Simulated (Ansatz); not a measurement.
A structure relaxed at PBE0-D4/def2-SVP in Ansatz, charge 0, singlet:

Cartesian coordinates in Å:
```
Mg -2.602 1.008 1.253
B 0.973 -1.288 0.506
B -0.720 1.472 0.402
B -0.306 0.769 -0.906
B 1.768 -1.575 -0.762
B 0.137 0.068 0.616
B 0.751 -0.455 -1.109
```

Q: Give its formula.

A: MgB6 (the lowest singlet isomer of a short search).

Q: Summarise the bond lengths by kind (pairs closer than 1.2 times the sum of covalent radii, bridged metal pairs left out).

A: 9 × B–B 1.52 to 1.90 Å; 1 × B–Mg 2.12 Å.

The restricted singlet is unstable towards broken spin symmetry in Hartree–Fock (as tested in another run); at PBE0-D4/def2-SVP this wasn't settled. The structure comes from a short search, and lower isomers may exist.
